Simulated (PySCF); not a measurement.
**How methods differ on the interval between two levels of Lu²⁺**

Lu²⁺ [Xe] 4f14 6s1 [2S1/2, M_J = 1/2] → Lu²⁺ [Xe] 4f14 5d1 [2D5/2, M_J = 5/2], as a difference of total energies. All numbers are calculated (PySCF 2.14, the two-component X2C-1e Hamiltonian, in x2c-TZVPall-2c with one added diffuse shell each of s, p, d type (12s12p11d2f1g, 126 functions)). Correlated levels: [Ar] 3d10 frozen; the 18 highest virtual spinors dropped. "Screened" scales the spin-orbit matrix elements by Boettger's factors to mimic the two-electron term; Breit and QED terms are absent.

```csv
method,interval between two levels (cm⁻¹)
GHF (screened spin-orbit),9351.8
GMP2 (screened spin-orbit),10759
```
